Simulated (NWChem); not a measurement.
Molecule: InH2F; SMILES [F][InH2]

```xyz
4

In     0.0000     0.0000    -0.2782
H      0.0000     1.6177    -0.8864
H      0.0000    -1.6177    -0.8864
F      0.0000     0.0000     1.7114
```
Atoms are numbered in this order, from 1.

Geometry: optimised at PBE-D3(BJ)/def2-SVP. def2 effective core potentials on In; no spin-orbit coupling.

Symmetry labels are those of C2v in the frame above (b1 and b2, or b-type labels, depend on it).

### Question
List the 6 lowest vertical singlet excitations and the 6 lowest triplet ones from Hartree-Fock/def2-SVP with def2 effective core potentials on In, CIS (NWChem).

### Answer
```
state  energy (eV)  oscillator strength  symmetry  leading excitation (squared amplitude)
-----  -----------  -------------------  --------  --------------------------------------
S1            6.58                0.000        a2                      HOMO → LUMO (0.97)
S2            8.40                0.158        b1                    HOMO−1 → LUMO (0.95)
S3            8.73                0.011        b2                    HOMO → LUMO+1 (0.69)
S4            9.57                0.066        a1                    HOMO−2 → LUMO (0.58)
S5            9.65                1.080        b2                    HOMO → LUMO+2 (0.71)
S6            9.73                0.000        a2                    HOMO−3 → LUMO (0.96)
T1            5.96       spin-forbidden        a2                      HOMO → LUMO (0.94)
T2            6.14       spin-forbidden        b2                    HOMO → LUMO+2 (0.84)
T3            7.34       spin-forbidden        b1                    HOMO−1 → LUMO (0.89)
T4            7.81       spin-forbidden        a1                  HOMO−1 → LUMO+2 (0.75)
T5            8.18       spin-forbidden        b2                    HOMO → LUMO+1 (0.83)
T6            8.86       spin-forbidden        a1                  HOMO−1 → LUMO+1 (0.50)
```
